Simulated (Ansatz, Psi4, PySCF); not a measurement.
C₂H₂F, charge -1, singlet, at a GFN2-xTB geometry. Base run: MP2/cc-pVDZ (PySCF).

The PySCF input:
```python
from pyscf import gto, scf, mp

mol = gto.Mole()
mol.atom = '''
    C     0.12287813    0.40730308   -0.00331883
    C     1.24949282   -0.26376349   -0.03891045
    F    -1.12740689   -0.31305432    0.03446280
    H    -0.19677651    1.48659008    0.00782128
    H     2.10921281    0.46966118   -0.06461080
'''
mol.basis = 'cc-pvdz'
mol.charge = -1
mol.verbose = 4
mol.build()

mf = scf.RHF(mol)
mf.kernel()

pt = mp.MP2(mf)
pt.kernel()
print('E(MP2) = %.10f' % pt.e_tot)
```

The same geometry, method and basis name were run in Ansatz (an electronic-structure program) and Psi4 and PySCF, at each program's defaults and at the settings that a row names. The base is PySCF at its defaults. Differences at the defaults can come from grids, fitting, cores and function types together.

| code and settings | ΔE vs base (µEh) | basis functions | E (Eh) | SCF cycles |
|---|---|---|---|---|
| PySCF, defaults (exact integrals, spherical functions, all electrons correlated) | 0.0 | 52 | -176.68932 | 11 |
| Psi4, defaults (density fitting with its default set, spherical functions, all electrons correlated) | 248 | 52 | -176.68908 | 12 |
| Ansatz, defaults (factorised integrals, spherical functions, frozen core) | 6632 | 52 | -176.68269 | - |
| PySCF, frozen core | 6625 | 52 | -176.68270 | 11 |
| Psi4, exact integrals, spherical functions, frozen core | 6625 | 52 | -176.68270 | 12 |
| Ansatz, high accuracy, frozen core | 6625 | 52 | -176.68270 | - |
